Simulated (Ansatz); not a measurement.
Species: BiBr2, net charge 1, singlet state. SMILES of the parent species: [Br][Bi][Br]
Structure (B3LYP-D3(BJ)/def2-TZVP (Ansatz, a quantum-chemistry and plane-wave program) minimum search):
```xyz
3

Bi     0.0209     0.0100     0.7326
Br     0.8653    -1.7400    -0.8705
Br    -0.9148     1.7163    -0.8668
```
Charge +1, spin multiplicity 1.

Q: Give the harmonic wavenumbers at B3LYP-D3(BJ)/def2-TZVP (Ansatz, finite differences of forces, unscaled).

A: 79, 250, 254 cm⁻¹. Zero-point energy 0.8 kcal/mol.

Q: From these and the geometry, give the ideal-gas thermochemistry at 298.15 K and 1 atm (rigid rotor, harmonic oscillator).

A: Point group C2v, rotational symmetry number 2. Rotational constants 2.174, 0.8369, 0.6043 GHz. S(trans) 43.61, S(rot) 28.68, S(vib) 7.36, S(elec, spin only) 0.00, S 79.7 cal/(mol K). H(298) - H(0) 3.46 kcal/mol; G - E(el) -19.5 kcal/mol.
